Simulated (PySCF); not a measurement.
## Stationary points of Al(OH)₃

These are results of PySCF, PBE0, basis Al def2-TZVP, O def2-TZVP, H def2-TZVP (no relativity, density fitting), not measurements.

Relaxations began from a few typed shapes. The search is not exhaustive: other isomers or separated fragments can lie lower, and high-lying points may rest on an excited occupation.

Task: Order these stationary points by electronic energy, lowest first, in kJ/mol from the lowest minimum.
A. singlet Cs: Al–O 1.687 Å (×2), Al–O 1.693 Å, O–H 0.955 Å (×3); Al–O–H 121.2°, Al–O–H 124.4°, Al–O–H 125.0°, O–Al–O 116.5°, O–Al–O 118.5°
B. singlet C3h: Al–O 1.689 Å (×3), O–H 0.956 Å (×3); Al–O–H 122.4° (×3), O–Al–O 120.0° (×3)

Result: B (0.0), A (6.7).

Task: Which of them are minima?

Result: By energy in kJ/mol, 0.0: minimum; 6.7: minimum.
